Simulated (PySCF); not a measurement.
Correlation energy of Nb+ (niobium, charge +1)

[Kr] 4d3 5s1, high-spin 5F determinant (an excited configuration). Computed with PySCF 2.14 in def2-QZVPPD with the def2 core potential (28 electrons) (7s5p4d3f2g, 81 functions), with scalar relativity through the core potential. Frozen: 4s2 4p6; 4 electrons correlated.

```json
{"level": "CCSD", "correlation energy (mhartree)": "-34.84"}
{"level": "(T)", "correlation energy (mhartree)": "-0.52"}
{"level": "CCSD(T)", "correlation energy (mhartree)": "-35.36"}
```

Diagnostics: T1 = 0.0054, D1 = 0.0142, largest double amplitude 0.019.

Q: Is a single reference adequate?

A: Yes, within this model without spin-orbit coupling: T1 lies below 0.03 and no double amplitude reaches 0.07.
